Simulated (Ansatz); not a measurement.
`C[O][SnH2][F]` and `C[O][SnH2][Se]C` differ in one atom or group.

Ansatz, PBE0-D4/def2-TZVP geometries, multiplicity 1. Each molecule was computed in one conformer, which needn't be the lowest.

Elements past krypton have def2 core potentials. Scalar relativity is left out up to krypton.

| property | `C[O][SnH2][F]` |
| --- | --- |
| LUMO energy (ωB97M-V/def2-TZVPP) / eV | 1.03 |
| size of the dipole moment (B3LYP/def2-TZVPP) / D | 2.36 |
| HOMO–LUMO gap (PBE/def2-TZVPP) / eV | 4.94 |
| HOMO energy (PBE/def2-TZVPP) / eV | -6.46 |
| HOMO–LUMO gap (PBE0/def2-TZVPP) / eV | 7.49 |
| HOMO energy (PBE0/def2-TZVPP) / eV | -8.04 |

Question: Give the same properties after the change, and the shifts. (An estimate is asked.)

Answer: The calculation gave: 
```csv
property,`C[O][SnH2][Se]C`,shift
LUMO energy (ωB97M-V/def2-TZVPP) / eV,1.10,0.07
size of the dipole moment (B3LYP/def2-TZVPP) / D,2.01,-0.35
HOMO–LUMO gap (PBE/def2-TZVPP) / eV,4.09,-0.85
HOMO energy (PBE/def2-TZVPP) / eV,-5.59,0.87
HOMO–LUMO gap (PBE0/def2-TZVPP) / eV,6.10,-1.39
HOMO energy (PBE0/def2-TZVPP) / eV,-6.73,1.31
```

With PBE0 the HOMO rises by 1.31 eV and the LUMO falls by 0.08 eV, so the gap narrows by about 1.39 eV. PBE moves the HOMO by 0.87 eV and ωB97M-V by 1.56 eV. Dipoles are sizes alone; their direction can turn.

B3LYP here is the variant with VWN-RPA as its local correlation; programs differ in this.

Spin–orbit coupling is left out; it splits and shifts lone-pair levels of the heavy atoms by tenths of an eV.
